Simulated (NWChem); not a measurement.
# Atomisation of BF

```
B
F 1 1.2635
```
Charge 0, spin multiplicity 1.

Program: NWChem. All single points use one geometry, from B3LYP/def2-SVP, a minimum by its harmonic frequencies.

Basis set: def2-QZVP. The atomisation energy is electronic alone: no zero-point, thermal, spin-orbit or counterpoise terms. No value is extrapolated to the basis-set limit. Free atoms are single determinants with multiplicities B 2, F 2. Correlated methods freeze the same cores in atoms and molecule, 2 orbitals in all.

```csv
method,atomisation energy (kcal/mol),relative cost
B3LYP,180.3,1
HF,137.5,under 3
PBE0,179.7,under 3
BHandHLYP,171.7,under 3
PBE,186.8,under 3
r2SCAN,180.9,under 3
BP86,185.6,under 3
LDA (SVWN5),210.6,under 3
MP2,188.9,under 3
CCSD(T),180.1,20
```

The values span 73.1 kcal/mol, from HF (lowest) to LDA (SVWN5) (highest). Relative cost: rough, from shared machines, SCF included, B3LYP = 1. Costs are the molecule's.

B3LYP has NWChem's definition, with VWN1-RPA local correlation. The structure started from a generated list of species. No SCF solution was tested for a lower state. Open-shell Hartree-Fock references start from PBE0 orbitals; any time given for them includes that run. No row is a measurement; the coupled-cluster row has its own basis-set and correlation limits.
